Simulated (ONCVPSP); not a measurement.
# What one change does to a pseudopotential (chromium (Cr), ONCV)

chromium, optimised norm-conserving Vanderbilt (ONCV), made with ONCVPSP 4.0.1 (PW91, scalar-relativistic). Core [Ar], reference 3d4 (charge +2). Waves: s scattering state at 0.1 Ha: rc 2.25 bohr, ncon 3, nbas 6, qcut 2.4 1/bohr, 2 projectors, debl 0.4 Ha; p scattering state at 0.03 Ha: rc 2.10 bohr, ncon 3, nbas 7, qcut 3.3 1/bohr, 1 projector; 3d: rc 2.20 bohr, ncon 3, nbas 8, qcut 6.3 1/bohr, 2 projectors, debl 1.1 Ha. Local part: polynomial inside 1.50 bohr (lpopt 1, dvloc0 -1 Ha). Core correction: none.

In the s channel the program set the typed energies aside and used 0.050, 0.450 Ha. In the p channel the program set the typed energies aside and used 0.050 Ha.

Change: d: ncon 5, nbas 10.

Cutoffs: the cutoffs (Ha) at which the residual kinetic energy of the hardest occupied pseudo-wave falls to 1 and 0.1 mHa per electron; they do not see the model core or the augmentation charge, which bear on the density cutoff. Errors are all-electron minus pseudo energies relative to the spin-unpolarised reference configuration.

Task: Predict the effect on cutoff, ghosts and configuration errors.

Result: The potential gets harder (17 Ha and 19 Ha → 19 Ha and 51 Ha); of the 3 tests that both files solve, the error grows in 0 and shrinks in 2 by more than 15 % and 0.3 meV (median size 250.9 → 246.0 meV); neither file shows a bound ghost.

| quantity | base | changed |
| --- | --- | --- |
| cutoff, loose | 17 Ha | 19 Ha |
| cutoff, tight | 19 Ha | 51 Ha |
| bound ghosts | none | none |
| GHOST(+) flags under 300 eV | s at 28.6 eV | s at 28.6 eV |
| tests with a reliable result | 3 of 4 | 3 of 4 |
| error for 3d5 4s1, meV [ΔE -23.06 eV] | +251 | +253 |
| error for 3d5, meV [ΔE -16.13 eV] | +140 | +97 |
| error for 3d3, meV [ΔE 30.85 eV] | +365 | +246 |
| s: phases at 2.28 bohr within 0.05 rad from the reference energy up to (Ha; the scan ends near 5) | 1.0 | 1.0 |
| p: phases at 2.13 bohr within 0.05 rad from the reference energy up to (Ha; the scan ends near 5) | 0.6 | 0.6 |
| d: phases at 2.23 bohr within 0.05 rad from the reference energy up to (Ha; the scan ends near 5) | 3.4 | 3.6 |
